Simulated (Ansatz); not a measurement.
Cost and result for the atomization energy of `N#CCB(N)O` (11 atoms, 10 bonds).

```xyz
11

N     2.475    1.297   -0.404
C     1.570    0.645   -0.685
C     0.402   -0.160   -0.961
B    -0.610   -0.245    0.278
N    -0.333    0.412    1.474
O    -1.767   -0.973    0.173
H    -0.116    0.256   -1.832
H     0.726   -1.168   -1.243
H    -0.952    0.373    2.264
H     0.498    0.961    1.612
H    -1.894   -1.398   -0.675
```

The species carries charge 0 and has multiplicity 1. Geometry: relaxed with PBE0-D4/def2-TZVP. It is one conformer, not always the lowest. Program: Ansatz. All runs use 4 threads of an Arm Neoverse V1 on a shared host. Times are those of one run each, without the atoms' runs, and a repeat can differ threefold. Electronic energies, without spin–orbit coupling; frozen cores. CCSD(T)/CBS adds CCSD(T) − MP2 in def2-TZVPP to the MP2 limit, and its time is that of the two runs behind it. T1 = 0.013. HSE06 is the plane-wave form, built on full-range PBE exchange.

CCSD(T)/CBS is a level of theory with its own doubt, some kJ/mol a heavy atom from the limit and from the frozen cores, so smaller differences don't rank the functionals.

| level | functions | wall time |
| --- | --- | --- |
| LDA (SPW92)/def2-TZVPP | 256 | 1.2 s |
| revPBE-D4/def2-TZVPP | 256 | 2 s |
| BLYP-D4/def2-TZVPP | 256 | 2.2 s |
| PBE0-D4/def2-TZVPP | 256 | 2.7 s |
| HSE06-D4/def2-TZVPP | 256 | 3 s |
| CAM-B3LYP-D4/def2-TZVPP | 256 | 3.2 s |
| B2PLYP/def2-TZVPP | 256 | 5.5 s |
| CCSD(T)/def2-SVP | 109 | 7 s |
| ωB97X-V/def2-TZVPP | 256 | 7.5 s |
| ωB97M-V/def2-TZVPP (with forces) | 256 | 11 s |
| MP2/def2-QZVPP | 492 | 24 s |
| CCSD(T)/def2-TZVPP | 256 | 3.2 min |
| CCSD(T)/CBS(def2) | – | 3.6 min |

**Question.** What atomization energy does each give, and how far from CCSD(T)/CBS? (Estimate.)

**Answer.** The calculation gave: 
| level | atomization (kJ/mol) | difference from CCSD(T)/CBS | per bond |
| --- | --- | --- | --- |
| LDA (SPW92)/def2-TZVPP | 5583.6 | 779.8 | 78.0 |
| revPBE-D4/def2-TZVPP | 4838.8 | 35.0 | 3.5 |
| BLYP-D4/def2-TZVPP | 4869.8 | 66.0 | 6.6 |
| PBE0-D4/def2-TZVPP | 4846.9 | 43.1 | 4.3 |
| HSE06-D4/def2-TZVPP | 4851.4 | 47.6 | 4.8 |
| CAM-B3LYP-D4/def2-TZVPP | 4857.4 | 53.6 | 5.4 |
| B2PLYP/def2-TZVPP | 4793.1 | -10.7 | -1.1 |
| CCSD(T)/def2-SVP | 4557.0 | -246.8 | -24.7 |
| ωB97X-V/def2-TZVPP | 4826.4 | 22.6 | 2.3 |
| ωB97M-V/def2-TZVPP (with forces) | 4847.3 | 43.5 | 4.3 |
| MP2/def2-QZVPP | 4889.5 | 85.7 | 8.6 |
| CCSD(T)/def2-TZVPP | 4667.9 | -135.9 | -13.6 |
| CCSD(T)/CBS(def2) | 4803.8 | 0.0 | 0.0 |

From BLYP to BHLYP (50 % exact exchange), in def2-TZVPP and without D4, the atomization energy moves by −205.4 kJ/mol: exact exchange takes away binding that semilocal exchange gives to molecules. The D4 term adds +32.1 kJ/mol with B3LYP and +17.0 kJ/mol with PBE0; it sums over pairs of atoms, weighted by their polarisabilities, and B3LYP, whose exchange is more repulsive, gets the larger term. Leaving LDA and LC-ωPBE aside and taking each functional with its dispersion term where it has one, the values, not all of them listed here, spread over 342.7 kJ/mol, from BHLYP-D4 to PBE-D4. LDA lies +618.8 kJ/mol from PBE without D4, its usual overbinding.

B3LYP here is the variant with VWN-RPA as its local correlation; programs differ in this.
